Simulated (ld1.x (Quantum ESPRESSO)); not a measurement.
**Sb (Z = 51): one change to a TM potential, before and after**

| Item | Value |
| --- | --- |
| Element | Sb |
| Generator | ld1.x (Quantum ESPRESSO) 7.5 |
| Type | norm-conserving Troullier–Martins (Kleinman–Bylander form) |
| Functional | PBE |
| Relativity | fully relativistic |
| Frozen core | [Kr] 4d10 |
| Valence charge | 5 |
| Reference configuration | 5s2 5p2.5 (charge +0.5) |
| Partial waves | 5s (bound): rc 1.95 bohr; 5p (bound): rc 1.95 bohr; 5d channel at 0.3 Ry: rc 1.65 bohr |
| Local potential | the d channel |
| Core correction | Bessel-smoothed model core inside 1.70 bohr |

Open shells are filled in proportion to 2j + 1 (rel_dist='average').

All-electron outer shells of the reference configuration (PBE, scalar-relativistic, ld1.x):

```
shell  level (eV)  outermost node (bohr)  outermost maximum (bohr)
   4d      -37.56                   0.38                      0.84
   5s      -16.59                   0.95                      1.88
   5p       -8.27                   1.04                      2.29
```

Change: wave 5d channel at 0.3 Ry: rc 1.65 bohr becomes 5d channel at 0.3 Ry: rc 1.12 bohr.

Cutoffs: the cutoffs (Ry, on a coarse ladder) from which the occupation-weighted sum of valence levels, in a spherical-Bessel basis at the reference potential, stays within 10 and 1 mRy of its value at 400 Ry; they do not see the model core or the augmentation charge, which bear on the density cutoff. Errors are all-electron minus pseudo energies relative to the spin-unpolarised reference configuration.

Problem. What does the change do?

Solution. The potential gets softer (30 Ry and 50 Ry → 25 Ry and 35 Ry); the bound ghosts move from p, s to d, p, s; the number of tests with a reliable result goes from 7 to 6; of the 6 tests that both files solve, the error grows in 0 and shrinks in 4 by more than 15 % and 0.3 meV (median size 13.0 → 10.3 meV); the range in which the s phases agree narrows (upper end 3.2 → 1.4); the range in which the p1/2 phases agree narrows (upper end at the end of the scan → 3.5). Less of the atom is replaced, so other configurations are described better.

```csv
quantity,base,changed
"cutoff, loose",30 Ry,25 Ry
"cutoff, tight",50 Ry,35 Ry
loose cutoff by channel (10 mRy a level),"s 21 Ry, p 10 Ry","s 12 Ry, p 25 Ry"
bound ghosts,"s, p3/2, p1/2","s, p3/2, p1/2, d5/2 (extra level of the local part), d3/2 (extra level of the local part)"
tests with a reliable result,7 of 7,6 of 7
"error for 5s2 5p3, meV [ΔE -3.27 eV]",-0.6,-0.4
"error for 5s2 5p2, meV [ΔE 5.06 eV]",-1.4,-1.0
"error for 5s2 5p1, meV [ΔE 21.05 eV]",-25,-20
"error for 5s2 5p0, meV [ΔE 45.49 eV]",-119,-100
"error for 5s0 5p5, meV [ΔE 13.11 eV]",-39,-38
"error for 5s2 5p3.3, meV [ΔE -4.43 eV]",-1.0,-0.5
s: phases at 2.14 bohr within 0.05 rad from the reference energy up to (Ry; the scan ends near 5),3.2,1.4
p1/2: phases at 2.14 bohr within 0.05 rad from the reference energy up to (Ry; the scan ends near 5),to the end of the scan,3.5
p3/2: phases at 2.14 bohr within 0.05 rad from the reference energy up to (Ry; the scan ends near 5),to the end of the scan,2.9
d3/2: phases at 2.14 bohr within 0.05 rad from the reference energy up to (Ry; the scan ends near 5),0.4,1.8
d5/2: phases at 2.14 bohr within 0.05 rad from the reference energy up to (Ry; the scan ends near 5),0.7,to the end of the scan
```

 A true bound ghost makes a file unfit for plane-wave use even where its test errors are small: the radial tests pick states by their node count and pass the ghost by.
